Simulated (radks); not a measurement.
Results of a calculation; reference values are marked as such.
Ionisation of Se29+, [He] 2s2 2p1, to Se30+, [He] 2s2, under several functionals. Scalar-relativistic Kohn-Sham, spin-polarised, spherical densities, finite nucleus; open shells are filled with parallel spins first; a radial shooting solver on a logarithmic mesh with Libxc functionals.

| functional | E(Se29+) (hartree) | Exc (hartree) | IE (eV) | -e(HOMO) (eV) | <r> HOMO (bohr) | IE error (eV) |
|---|---|---|---|---|---|---|
| PBE | -1535.34302 | -32.05173 | 3272.9 | 3204.4 | 0.1563 | -28.9 |
| OLYP | -1535.56720 | -32.28309 | 3272.2 | 3205.7 | 0.1564 | -29.6 |
| B86b exchange with PBE correlation | -1535.60651 | -32.31763 | 3273.5 | 3204.9 | 0.1563 | -28.3 |
| r2SCAN | -1535.35332 | -32.01108 | 3269.8 | 3204.8 | 0.1565 | -32.0 |
| AM05 | -1533.00696 | -29.69559 | 3269.5 | 3201.6 | 0.1564 | -32.3 |
| PBEsol | -1534.11413 | -30.81259 | 3271.0 | 3202.8 | 0.1563 | -30.8 |
| LDA (Slater exchange, Perdew-Wang correlation) | -1532.39233 | -29.07450 | 3270.7 | 3202.4 | 0.1563 | -31.1 |
| HCTH/407 | -1534.94933 | -31.66162 | 3273.6 | 3207.9 | 0.1563 | -28.2 |
| XLYP | -1535.84340 | -32.55615 | 3274.3 | 3205.8 | 0.1563 | -27.5 |
| MS2 meta-GGA | -1535.65193 | -32.34344 | 3270.5 | 3203.2 | 0.1565 | -31.3 |

NIST Atomic Spectra Database: 3302 eV (semi-empirical). Closest: XLYP. The Delta-SCF values span 4.77 eV, the total energies 3.45 hartree. The highest occupied level is 2p. Open shells are spherical and high-spin; term and fine-structure splittings are not resolved.
